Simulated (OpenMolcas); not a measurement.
## Cl⁺: effect of the active space

```json
{
  "Program": "OpenMolcas",
  "Method": "CASSCF or its RAS form",
  "Basis": "ANO-RCC-VQZP",
  "Scalar Hamiltonian": "DKH2, point nucleus",
  "Spin-orbit coupling": "RASSI with atomic mean-field integrals over the reference wave functions, term energies averaged over their components"
}
```

A. 4 electrons in 3 orbitals (3p); 2S+1 = 3 even, 3 roots; 2S+1 = 1 even, 6 roots; cost about 2.7 core-seconds
B. 6 electrons in 4 orbitals (3s 3p); 2S+1 = 3 even, 3 roots; 2S+1 = 1 even, 6 roots; 2S+1 = 3 odd, 3 roots; 2S+1 = 1 odd, 3 roots; cost of the order of 10 core-seconds
C. 4 electrons in 9 orbitals (RAS2 3p; RAS3 3d 4s, at most 1 electron); 2S+1 = 3 even, 3 roots; 2S+1 = 1 even, 6 roots; 2S+1 = 5 odd, 6 roots; 2S+1 = 3 odd, 54 roots; 2S+1 = 1 odd, 45 roots; cost about 50 core-seconds
D. 6 electrons in 9 orbitals (RAS2 3s 3p; RAS3 3d, at most 2 electrons); 2S+1 = 3 even, 3 roots; 2S+1 = 1 even, 6 roots; 2S+1 = 3 odd, 3 roots; 2S+1 = 1 odd, 3 roots; cost of the order of 26 core-seconds

Energies in cm⁻¹ above 3s² 3p⁴ ³P₂, the measured ground level; measured values from NIST Handbook of Basic Atomic Spectroscopic Data.

```json
{"Level": "3s² 3p⁴ ³P₂", "A": "0.0", "B": "0.0", "C": "0.0", "D": "0.0", "Measured": "0.0"}
{"Level": "3s² 3p⁴ ³P₁", "A": "647", "B": "647", "C": "647", "D": "624", "Measured": "696"}
{"Level": "3s² 3p⁴ ³P₀", "A": "940", "B": "933", "C": "940", "D": "903", "Measured": "996"}
{"Level": "3s² 3p⁴ ¹D₂", "A": "14422", "B": "14419", "C": "14422", "D": "13463", "Measured": "11654"}
{"Level": "3s² 3p⁴ ¹S₀", "A": "35417", "B": "26633", "C": "35417", "D": "29516", "Measured": "27878"}
```

Deviations, from unrounded energies. A percentage is the sum of absolute deviations over the sum of measured energies, with the sign that they share, or ± where signs differ.

| Against measurement | Levels | A | B | C | D |
| --- | --- | --- | --- | --- | --- |
| mean absolute deviation (cm-1) | 4 | 2600 | 1000 | 2600 | 900 |
| fine structure of the ground term (%) | 2 | -6.3 | -6.7 | -6.3 | -9.8 |
| other terms of the ground configuration (%) | 2 | +26.1 | ±10.1 | +26.1 | +8.7 |

D lies closest to measurement on these levels and C furthest from it. The largest miss of D in the table is 3s² 3p⁴ ¹D₂, by +1800 cm-1. The ranking rests on the paired levels alone, and a cruder setting can come out closer through cancelling errors.

Among A to D the level of the table that moves most is 3s² 3p⁴ ¹S₀, by 8800 cm-1 (lowest in B, highest in C).

Without dynamic correlation excited terms often stand tens of per cent too high (terms of higher spin than the ground term too low), and those without a measured partner can miss by more than the paired ones. With the s shell closed, the reference lacks s² → p² mixing (holds for A; C). The run also gave levels led by 3s² 3p³ 3d, which use shells meant for correlation; these and all levels above them are left out (holds for D). Computed and measured levels are paired by configuration, term and J; levels that our copy of the source lacks, or whose pairing is in doubt (as where it misses far off the trend of its configuration), stay unpaired and out of the deviations. Levels of configurations outside the active space are missing. Levels that lie high or do not pair safely by name in every column are left out.
